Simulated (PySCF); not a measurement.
**Ti+ (titanium, charge +1) across methods**

[Ar] 3d2 4s1, high-spin 4F determinant. Computed with PySCF 2.14 in aug-cc-pVDZ (7s6p4d2f, 59 functions), with the non-relativistic Hamiltonian (point nucleus).

```tsv
method	E (hartree)	mean ε 3p β (eV)	mean ε 3d α (eV)	mean ε 4s α (eV)	Σ⟨r²⟩ (bohr²)	⟨S²⟩
UHF	-848.20689	-53.851	-19.470	-12.951	29.32	3.752
LDA	-847.038	-45.015	-12.681	-10.989	28.67	3.750
TPSSh	-849.130	-46.143	-13.613	-10.915	28.80	3.751
PBE0	-848.917	-47.480	-14.547	-11.410	28.79	3.751
r2SCAN	-849.077	-45.757	-13.167	-10.936	28.73	3.751
PBE	-848.872	-44.942	-12.726	-10.770	28.83	3.750
wB97X-V	-848.991	-50.077	-16.891	-13.106	28.92	3.751
BLYP	-849.131	-44.754	-12.585	-10.660	28.75	3.750
```

Estimate the same row for BHandHLYP.

E (hartree) = -849.116; mean ε 3p β (eV) = -49.809; mean ε 3d α (eV) = -16.277; mean ε 4s α (eV) = -11.929; Σ⟨r²⟩ (bohr²) = 28.76; ⟨S²⟩ = 3.751.
